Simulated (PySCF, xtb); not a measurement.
Si(F)(Cl)(OH)(OMe) (CH4ClFO2Si), SMILES CO[Si](Cl)(F)O.

GFN2-xTB (xtb) at its own geometry gives an orbital gap of 8.46 eV and a dipole moment of 2.69 D.

Geometry: PBE0-D3(BJ)/def2-SVP. One conformer was computed; it need not be the lowest.

### Question
What does HF/def2-TZVP in PySCF give? (The exact figures need the calculation; the answer reports its results.)

### Answer
gap 16.21 eV (levels -12.85 and 3.36 eV), dipole 2.19 D.
